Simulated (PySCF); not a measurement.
# C$_{5}$H$_{4}$O$_{2}$S: calculation and literature

Atom-mapped SMILES (the numbers label the heavy atoms): `[O:1]=[C:2]([OH:3])[c:4]1[cH:5][cH:6][s:7][cH:8]1`. Each H is labelled by its parent atom.

Published estimates (parent shift plus substituent increments) and measurements: δ 1H H(C8) 8.24; H(C5) 7.57; H(C6) 7.34 ppm (estimated from measurements, as parent shift plus tabulated substituent increment; solution, not stated per compound (mostly CDCl3 or CCl4); Pretsch, Buehlmann, Badertscher, Structure Determination of Organic Compounds, 4th ed. (2009)).

Calculated, not measured (PySCF 2.14): PBE0-D3(BJ)/def2-SVP structure, B97-2/pcSseg-2 with gauge-including orbitals. A single conformation, isolated molecule, non-relativistic.

**Question.** What does the calculation give, and how does it compare?

**Answer.** 
Reference values: estimated from measurements, as parent shift plus tabulated substituent increment (solution, not stated per compound (mostly CDCl3 or CCl4); Pretsch, Buehlmann, Badertscher, Structure Determination of Organic Compounds, 4th ed. (2009)).
| atoms | quantity | reference | computed |
| --- | --- | --- | --- |
| H(C8) | δ 1H | 8.24 | 8.20 |
| H(C5) | δ 1H | 7.57 | 7.96 |
| H(C6) | δ 1H | 7.34 | 7.27 |

Computed shifts are σ(ref) − σ with the named reference compound (TMS for H and C) calculated as an isolated molecule at the same level.

**Question.** How far are the unscaled 1H shifts from the references?

**Answer.** Mean signed difference +0.09 ppm, mean absolute 0.17 ppm over 3 comparisons; the largest is +0.39 ppm at H(C5) (hydrogen on an aromatic CH).
